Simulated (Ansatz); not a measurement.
Job for Ansatz (a program for electronic structure): R-CCSD(T)/aug-cc-pVQZ on H2 (SMILES [H][H]) with ghost functions, monomers drawn apart or pushed together.

Ansatz 0.2 input:
```yaml
crystal:
  periodic: [false, false, false]
  atoms:
    - {symbol: H, position_ang: [0.14107737, 0.29762439, 3.48407505]}
    - {symbol: H, position_ang: [-0.04500723, -0.09775409, 4.08653543]}
basis:
  gaussian:
    orbitals: aug-cc-pVQZ
    ghost_atoms:
      - {symbol: C, position_ang: [0.16870368, 0.34907248, -0.09199768]}
      - {symbol: O, position_ang: [-0.18374212, -0.40427055, -0.84922749]}
magnetization: {spin_polarized: false}
correlation: {method: ccsd_t, electrons: outside_noble_gas}
scf: {lower_state_search: off}
```

Output:

```
WARN ansatz: RAYON_NUM_THREADS=1 ignored (pool sized by the plan → 1); use --threads N
Functional definition: HF
these checks for a lower state are left out or cut short: stability, starts, cluster_reference, orbital_swaps, neighbouring_geometries, increment
integrals: 1.58 GiB planned
1506 factors; integrals over basis functions are off by at most 5.9e-4 eV
mean field: 0.63 GiB planned
mean field evaluation 1: about -30.7510 eV, gradient 3.6e0 eV
mean field evaluation 2: about -30.7510 eV, gradient 3.6e0 eV
mean field evaluation 4: about -30.8422 eV, gradient 7.0e-2 eV
mean field evaluation 8: about -30.8423 eV, gradient 2.0e-7 eV
mean field -30.84226618 eV, -1.1334323765 hartree, gradient 2.0e-7 eV, S^2 0.000000; 0 other end points of the search recorded, 0 dependent functions left out
reference -30.84226618 eV, -1.1334323765 hartree; 1, 1 occupied and 251, 251 virtual orbitals, 1506 factors
second order -0.90525692 eV of doubles, -0.00000000 eV of singles
coupled cluster: 1.57 GiB planned
cycle   1  -1.03315792 eV  change   -1.3e-1 eV  update   2.5e-2
cycle   2  -1.10038799 eV  change   -6.7e-2 eV  update   9.1e-3
cycle   3  -1.09991612 eV  change    4.7e-4 eV  update   1.1e-3
cycle   4  -1.10031357 eV  change   -4.0e-4 eV  update   2.4e-4
cycle   5  -1.10028578 eV  change    2.8e-5 eV  update   3.9e-5
cycle   6  -1.10027283 eV  change    1.3e-5 eV  update   9.3e-6
cycle   7  -1.10027166 eV  change    1.2e-6 eV  update   2.4e-6
perturbative correction 0.00000000 eV, 0.0000000000 hartree
Total energy: -31.94253784 eV, -1.1738666142 hartree
Checks for a lower state left out: stability, starts, cluster_reference, orbital_swaps, neighbouring_geometries, increment
```

The calculation finished and met its thresholds.

Cost: roughly 9 core-minutes.
